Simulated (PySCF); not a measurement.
**Fractional electron number in Mo (molybdenum, neutral)**

The 5s alpha orbital of [Kr] 4d5 5s1 is emptied in steps (occupation f), with all orbitals relaxed, ending at [Kr] 4d5. All numbers are calculated (PySCF 2.14, scalar relativity through the core potential, in aug-cc-pVDZ-PP with ECP28MDF). The exact energy is a straight line in f; departures are measured from the line between the end points of the same method.

Among BHandHLYP, wB97X, CAM-B3LYP, which shows the largest delocalisation error (convex curve), and which is closest to linear?

Most convex: BHandHLYP (-0.327 eV at f = 0.5); closest to linear: wB97X (-0.018 eV).

```
  f  BHandHLYP (eV)  wB97X (eV)  CAM-B3LYP (eV)
  1           0.000       0.000           0.000
0.9          -0.117      -0.007          -0.091
0.7          -0.274      -0.016          -0.213
0.5          -0.327      -0.018          -0.255
0.3          -0.275      -0.014          -0.215
0.1          -0.118      -0.005          -0.092
  0           0.000       0.000           0.000
```

```csv
method,E(f=0) − E(f=1) (eV),−ε at f=1 (eV),−ε at f=0.5 (eV)
BHandHLYP,6.786,5.488,6.782
wB97X,6.576,6.496,6.583
CAM-B3LYP,7.036,6.027,7.033
```

Reference removal energy between the ground levels: 7.092 eV (measured; NIST Atomic Spectra Database, ionization energies).
